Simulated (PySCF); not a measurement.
**Au²⁺: excitation energy**

Au²⁺ [Xe] 4f14 5d9 (2D) → Au²⁺ [Xe] 4f14 5d8 6p1 (high-spin determinant), as a difference of total energies. Calculation: PySCF 2.14, in x2c-TZVPPall with one added diffuse shell each of s, p, d, f type (12s8p8d4f1g, 113 functions); the spin-free X2C one-electron Hamiltonian (Gaussian nucleus). Correlated levels: valence: [Xe] 4f14 frozen; valence and next inner shell: [Kr] 4d10 4f14 frozen. The calculations carry no spin-orbit coupling.

```json
{"method": "UHF", "excitation energy (eV)": "11.951"}
{"method": "LDA", "excitation energy (eV)": "12.699"}
{"method": "PBE", "excitation energy (eV)": "12.416"}
{"method": "PBE0", "excitation energy (eV)": "12.521"}
{"method": "r2SCAN", "excitation energy (eV)": "12.259"}
{"method": "r2SCANh", "excitation energy (eV)": "12.310"}
{"method": "B2PLYP", "excitation energy (eV)": "12.611"}
{"method": "M06-L", "excitation energy (eV)": "12.283"}
{"method": "MP2 (valence)", "excitation energy (eV)": "12.827"}
{"method": "SCS-MP2 (valence)", "excitation energy (eV)": "12.927"}
{"method": "MP2 (valence and next inner shell)", "excitation energy (eV)": "12.776"}
{"method": "SCS-MP2 (valence and next inner shell)", "excitation energy (eV)": "12.792"}
```

Question: How much does correlation contribute at MP2 (valence and next inner shell)?

Answer: 12.776 − (11.951) = 0.825 eV, measured against UHF.

A first-order spin-orbit estimate (lowest level to lowest level, LS coupling) adds 0.046 eV.

The determinant of the upper state mixes LS terms, which raises its energy above the lowest term, most at the Hartree-Fock and MP2 levels.
